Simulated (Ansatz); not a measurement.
B2H8N2 (`[BH2-]1[NH2+][BH2-][NH2+]1`). Total charge 0; spin multiplicity 1.

```xyz
12

B    -1.008   -0.454    0.026
N     0.291   -0.695   -0.874
B     1.008    0.454   -0.025
N    -0.292    0.696    0.873
H    -1.931   -0.027   -0.622
H    -1.267   -1.417    0.705
H     0.174   -0.490   -1.856
H     0.706   -1.612   -0.789
H     1.929    0.023    0.624
H     1.271    1.416   -0.703
H    -0.176    0.494    1.856
H    -0.707    1.613    0.786
```

List the harmonic frequencies (cm⁻¹, unscaled) at PBE0-D4/def2-TZVP in Ansatz. (Best estimate.)

The calculation gave: 78, 593, 634, 674, 731, 743, 794, 794, 816, 868, 996, 1050, 1053, 1071, 1084, 1128, 1153, 1190, 1197, 1215, 1624, 1640, 2492, 2508, 2552, 2557, 3566, 3567, 3637, 3638.

Is this a minimum?

Yes, all 30 modes are real.

Give the ideal-gas thermochemistry at 298.15 K and 1 bar (rigid rotor, harmonic oscillator; point group D2h, symmetry number 4).

Zero-point energy 273.0 kJ/mol; H(298) − E = 288.0 kJ/mol; entropy 277.3 J/(mol·K), of which translation 159.4, rotation 88.3, vibration 29.6; G(298) − E = 205.3 kJ/mol. Modes under 100 cm⁻¹ are hindered rotations or soft bends, so the harmonic entropy is rough.

Rotational constants (cm⁻¹)?

0.3687, 0.2985, 0.1906.
